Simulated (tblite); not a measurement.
C7H8ClOP.
SMILES with atom numbers: `[CH3:1][O:2][c:3]1[cH:4][c:5]([Cl:6])[cH:7][c:8]([CH3:9])[p:10]1` (hydrogens: H11, H12, H13 on C1; H14 on C4; H15 on C7; H16, H17, H18 on C9)

Computed with GFN2-xTB (tblite), gas phase: L-BFGS steps from a force-field or distance-geometry start until the largest atomic force falls under 0.01 eV/Å.

Step 8: E = -821.3051 eV
```
atom  x, y, z in Å  |  force x, y, z in eV/Å
C1      3.0369    1.1667   -0.7622   -0.007   0.025  -0.014
O2      2.5104   -0.0348   -0.2613   -0.034   0.044  -0.023
C3      1.1740   -0.1834   -0.0784    0.055   0.004   0.002
C4      0.8485   -1.4378    0.4267    0.000   0.042  -0.029
C5     -0.4450   -1.8240    0.6947   -0.001  -0.032   0.027
Cl6    -0.6898   -3.4130    1.3183   -0.058  -0.149   0.059
C7     -1.5540   -1.0185    0.4994    0.004  -0.039   0.002
C8     -1.4806    0.2683    0.0067   -0.026  -0.026   0.014
C9     -2.7804    1.0088   -0.1492    0.035  -0.018  -0.008
P10     0.0020    1.0821   -0.4423    0.119  -0.104   0.026
H11     2.6709    1.3924   -1.7699   -0.090  -0.052   0.030
H12     2.8175    2.0177   -0.1078   -0.057  -0.054   0.016
H13     4.1128    0.9947   -0.7977   -0.002   0.119  -0.022
H14     1.6613   -2.1285    0.6082   -0.023   0.082  -0.026
H15    -2.5223   -1.4314    0.7466   -0.036   0.050  -0.013
H16    -2.6346    2.0124   -0.5383    0.056   0.029  -0.005
H17    -3.4423    0.4645   -0.8204    0.022   0.001  -0.105
H18    -3.2939    1.0701    0.8086    0.042   0.078   0.069
```

Step 9: E = -821.3079 eV
```
atom  x, y, z in Å  |  force x, y, z in eV/Å
C1      3.0343    1.1673   -0.7624    0.007   0.031  -0.015
O2      2.5100   -0.0340   -0.2618   -0.012   0.022  -0.014
C3      1.1749   -0.1817   -0.0787    0.021  -0.063   0.023
C4      0.8488   -1.4368    0.4257   -0.054   0.010  -0.001
C5     -0.4448   -1.8248    0.6956    0.002  -0.086   0.037
Cl6    -0.6922   -3.4196    1.3209   -0.027  -0.021   0.009
C7     -1.5541   -1.0193    0.4991    0.007  -0.036   0.011
C8     -1.4786    0.2682    0.0068   -0.057  -0.045   0.017
C9     -2.7794    1.0090   -0.1495    0.048  -0.019  -0.007
P10     0.0041    1.0820   -0.4426    0.075  -0.074   0.022
H11     2.6674    1.3922   -1.7695   -0.088  -0.044   0.018
H12     2.8148    2.0175   -0.1077   -0.062  -0.039   0.022
H13     4.1096    0.9953   -0.7971    0.022   0.126  -0.033
H14     1.6615   -2.1270    0.6077   -0.013   0.075  -0.027
H15    -2.5243   -1.4300    0.7464   -0.001   0.057  -0.020
H16    -2.6302    2.0133   -0.5388    0.035  -0.007   0.007
H17    -3.4400    0.4632   -0.8240    0.046   0.043  -0.046
H18    -3.2907    1.0716    0.8114    0.051   0.068  -0.002
```

Step 10: E = -821.3104 eV
```
atom  x, y, z in Å  |  force x, y, z in eV/Å
C1      3.0321    1.1685   -0.7629    0.005   0.026  -0.011
O2      2.5097   -0.0329   -0.2625    0.027  -0.027   0.004
C3      1.1760   -0.1815   -0.0785   -0.011  -0.076   0.024
C4      0.8478   -1.4361    0.4250   -0.045  -0.046   0.029
C5     -0.4443   -1.8270    0.6970   -0.052  -0.093   0.035
Cl6    -0.6947   -3.4258    1.3234    0.001   0.072  -0.027
C7     -1.5541   -1.0206    0.4990    0.031  -0.044   0.020
C8     -1.4773    0.2671    0.0072   -0.042  -0.048   0.012
C9     -2.7780    1.0090   -0.1500    0.052  -0.008  -0.005
P10     0.0071    1.0802   -0.4424    0.004  -0.028   0.014
H11     2.6626    1.3910   -1.7688   -0.082  -0.027   0.000
H12     2.8112    2.0166   -0.1070   -0.065  -0.013   0.027
H13     4.1075    0.9986   -0.7973    0.030   0.124  -0.041
H14     1.6615   -2.1242    0.6068    0.002   0.052  -0.021
H15    -2.5261   -1.4278    0.7459    0.010   0.044  -0.018
H16    -2.6257    2.0139   -0.5390    0.025  -0.033   0.013
H17    -3.4371    0.4631   -0.8280    0.059   0.073   0.007
H18    -3.2870    1.0743    0.8137    0.052   0.052  -0.061
```

Q: Estimate the geometry and energy of step 11. (The exact step hangs on the optimiser's Hessian estimate; all steps are aligned on step 10, rigid shifts and turns removed.)

A: E = -821.3131 eV, largest force 0.131 eV/Å
```
atom  x, y, z in Å  |  force x, y, z in eV/Å
C1      3.0293    1.1703   -0.7635   -0.011   0.006   0.000
O2      2.5094   -0.0322   -0.2631    0.062  -0.073   0.023
C3      1.1767   -0.1824   -0.0779   -0.028  -0.084   0.023
C4      0.8460   -1.4364    0.4248   -0.056  -0.074   0.049
C5     -0.4451   -1.8310    0.6992   -0.036  -0.072   0.017
Cl6    -0.6976   -3.4314    1.3257    0.020   0.120  -0.046
C7     -1.5534   -1.0228    0.4994    0.004  -0.025   0.023
C8     -1.4758    0.2649    0.0079    0.011  -0.040   0.001
C9     -2.7749    1.0088   -0.1505    0.053   0.005  -0.003
P10     0.0102    1.0775   -0.4418   -0.076   0.020   0.005
H11     2.6552    1.3895   -1.7681   -0.069  -0.008  -0.013
H12     2.8056    2.0155   -0.1059   -0.065   0.012   0.027
H13     4.1052    1.0042   -0.7982    0.024   0.119  -0.049
H14     1.6615   -2.1201    0.6053    0.037  -0.004  -0.005
H15    -2.5278   -1.4243    0.7448    0.011   0.020  -0.011
H16    -2.6196    2.0139   -0.5390    0.026  -0.042   0.011
H17    -3.4323    0.4642   -0.8324    0.055   0.087   0.048
H18    -3.2814    1.0782    0.8150    0.039   0.031  -0.100
```

The energy changes by -0.0027 eV. The first-order estimate −F·Δx gives -0.0037 eV and the mean of the old and new forces, exact on a quadratic surface, -0.0027 eV. The step makes an angle of 55° with the force vector and moves no atom by more than 0.008 Å.

The cost below is that of the whole relaxation. The run took 0.31 s on Arm Neoverse V1, one thread, shared host with 32 logical CPUs at a one-minute load of 11.
